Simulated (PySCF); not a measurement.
Ligands exchanged one at a time, Ga NH2-H. All species are isolated molecules in the gas phase. One relaxed conformer stands for each flexible species; it need not be the lowest. Strings in code marks are SMILES.

The four lowest singlet excitations (Tamm–Dancoff). Calculation: PBE-D3(BJ)/def2-TZVP // PBE0-D3(BJ)/def2-TZVP in PySCF. Excitations are Tamm–Dancoff values on a coarser integration grid. The basis has no diffuse functions, so Rydberg states are missing or too high.

| state | energy (eV) | wavelength (nm) | oscillator strength |
|---|---|---|---|
| S1 | 5.71 | 217 | 0.121 |
| S2 | 5.85 | 212 | 0.000 |
| S3 | 6.25 | 198 | 0.056 |
| S4 | 6.79 | 183 | 0.000 |

Problem. Name which member gives these states.
A. `[NH2][Ga]([NH2])[NH2]`
B. `[NH2][GaH][NH2]`
C. `[NH2][GaH2]`

Solution. C, `[NH2][GaH2]`
